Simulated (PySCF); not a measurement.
Level of theory: TPSSh-D3(BJ)/def2-TZVP // r2SCAN-D4/def2-SVP (PySCF). Gas-phase values, no solvent. One relaxed conformer stands for a flexible species; it need not be the lowest. 

Reference species: [Ta(F)4(OH)] (neutral, multiplicity 1).

The HOMO–LUMO gap comes out as 7.41 eV and the LUMO is -2.24 eV. The mean distance from the central atom to its bonded neighbours comes out as 1.877 Å and the HOMO comes out as -9.65 eV.

After one change: the HOMO–LUMO gap falls by 0.29 eV; the LUMO rises by 0.12 eV; the mean distance from the central atom to its bonded neighbours goes up by 0.013 Å; the HOMO increases by 0.41 eV.

Which change was made? The new species is one of these.
A) [Ta(F)3(OH)2]
B) [Ta(F)(OH)4]
C) [Ta(OH)5]
D) [Ta(F)2(OH)3]

A, [Ta(F)3(OH)2]
